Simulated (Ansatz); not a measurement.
Start from `B[SiH](C)C` and change one atom or group to get `C[SiH](C)CO`.

Ansatz, PBE0-D4/def2-TZVP geometries, multiplicity 1. Each molecule was computed in one conformer, which needn't be the lowest.

| property | `B[SiH](C)C` |
| --- | --- |
| HOMO energy (ωB97M-V/def2-TZVPP) / eV | -9.96 |
| HOMO–LUMO gap (PBE/def2-TZVPP) / eV | 3.39 |
| HOMO–LUMO gap (ωB97M-V/def2-TZVPP) / eV | 9.72 |
| size of the dipole moment (B3LYP/def2-TZVPP) / D | 0.76 |
| HOMO–LUMO gap (B3LYP/def2-TZVPP) / eV | 5.23 |
| HOMO energy (PBE0/def2-TZVPP) / eV | -7.78 |

Problem. Give the same properties after the change, and the shifts. (An estimate is asked.)

Solution. Computed: 
```tsv
property	`C[SiH](C)CO`	shift
HOMO energy (ωB97M-V/def2-TZVPP) / eV	-9.56	0.40
HOMO–LUMO gap (PBE/def2-TZVPP) / eV	5.56	2.17
HOMO–LUMO gap (ωB97M-V/def2-TZVPP) / eV	11.75	2.03
size of the dipole moment (B3LYP/def2-TZVPP) / D	2.07	1.31
HOMO–LUMO gap (B3LYP/def2-TZVPP) / eV	7.39	2.16
HOMO energy (PBE0/def2-TZVPP) / eV	-7.22	0.56
```

With PBE0 the HOMO rises by 0.56 eV and the LUMO rises by 2.89 eV, so the gap widens by about 2.33 eV. PBE moves the HOMO by 0.85 eV and ωB97M-V by 0.40 eV. Dipoles are sizes alone; their direction can turn.

B3LYP here is the variant with VWN-RPA as its local correlation; programs differ in this.
